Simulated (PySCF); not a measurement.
Species: CH5F3GaN.
Structure used (PBE0-D3(BJ)/def2-SVP), in Å, numbered top down from 1:
```
atom  x, y, z in Å
N1     1.4441   -0.2526   -0.2557
Ga2   -0.0763    1.0484    0.4667
C3    -1.4351   -0.3794   -0.0228
F4    -2.7273   -0.1209    0.2125
F5    -1.3440   -0.6916   -1.3473
F6    -1.1547   -1.5464    0.6240
H7     2.3985    0.0987   -0.1881
H8     1.2491   -0.4679   -1.2348
H9     1.3884   -1.1322    0.2604
H10    0.2717    1.1561    1.9950
H11    0.0237    2.2619   -0.5257
```

Theory: PySCF, PBE0-D3(BJ)/def2-SVP geometry optimisation, gas phase.

Problem. Which atoms are bound to Ga2, and at what distances?

Solution. 4 atoms: H11 1.571 Å, H10 1.571 Å, C3 2.031 Å, N1 2.127 Å. The nearest atom not counted as bound is H9, at 2.63 Å (others tie with it).

Problem. List the angles at Ga2.

Solution. 
| angle | degrees | distance of the outer atoms (Å) |
| --- | --- | --- |
| H10–Ga2–H11 | 123.2 | 2.76 |
| C3–Ga2–H11 | 115.7 | 3.06 |
| C3–Ga2–H10 | 115.5 | 3.06 |
| N1–Ga2–H10 | 102.4 | 2.90 |
| N1–Ga2–H11 | 102.3 | 2.90 |
| N1–Ga2–C3 | 88.1 | 2.89 |

Problem. Describe the arrangement about Ga2 in numbers.

Solution. Angles from 88.1° to 123.2°; τ4 = (360° − α − β)/141° = 0.86 with α and β the two widest (0 for a square, 1 for a tetrahedron).

Problem. What are the other bond lengths?

Solution. C3–F4 1.339 Å; C3–F5, C3–F6 1.364 Å; N1–H7, N1–H8, N1–H9 1.021 Å.

Problem. Give some angles away from the centre.

Solution. Ga2–C3–F4 117.9°, Ga2–C3–F5 110.5°, Ga2–C3–F6 110.5°, F4–C3–F5 106.2°.

Problem. What are the rotational constants (commonest isotopes, rigid rotor)?

Solution. A = 3225, B = 1690, C = 1416 MHz: an asymmetric top.

Point group: Cs (every atom within 0.08 Å of its image). Charge 0, singlet. PBE0-D3(BJ)/def2-SVP frequencies: not computed here.

The run took 69 s wall on one thread of an Arm Neoverse V1, shared host with 32 logical CPUs at a one-minute load of 30, and the process peaked at 0.53 GiB of memory. This is the geometry optimisation.
